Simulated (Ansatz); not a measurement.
Consider the substitution at a C–Al bond: `CN[CH2][AlH][NH2]` + H–F → `CNCF` + `[NH2][AlH2]`.

Computed with Ansatz on PBE0-D4/def2-TZVP structures; ΔE is electronic, products minus reactants. CCSD(T)/CBS adds triple-zeta CCSD(T) − MP2 to the extrapolated MP2 energy (def2 sets, frozen cores). This one scheme is used for every species. Functionals use def2-TZVPP. Each species was taken in one conformer, which may not be the lowest.

| species | PBE energy (Eh) |
| --- | --- |
| `CN[CH2][AlH][NH2]` | -433.27464 |
| H–F | -100.39340 |
| `CNCF` | -234.23622 |
| `[NH2][AlH2]` | -299.42592 |

(1) Work out ΔE.

Largest T1 diagnostic among the species: 0.011.

Answers

(1) ΔE = (-234.23622) + (-299.42592) − (-433.27464) − (-100.39340) = 0.00590 Eh = +0.16 eV. CCSD(T)/CBS gives +0.34 eV.

The D4 term adds +0.12 eV with B3LYP and +0.07 eV with PBE0; it sums over pairs of atoms, weighted by their polarisabilities, and B3LYP, whose exchange is more repulsive, gets the larger term. In def2-TZVPP, CCSD(T) changes the Hartree–Fock value by +0.35 eV (the triples alone add +0.03 eV) and MP2 by +0.44 eV.

B3LYP here is the variant with VWN-RPA as its local correlation; programs differ in this.
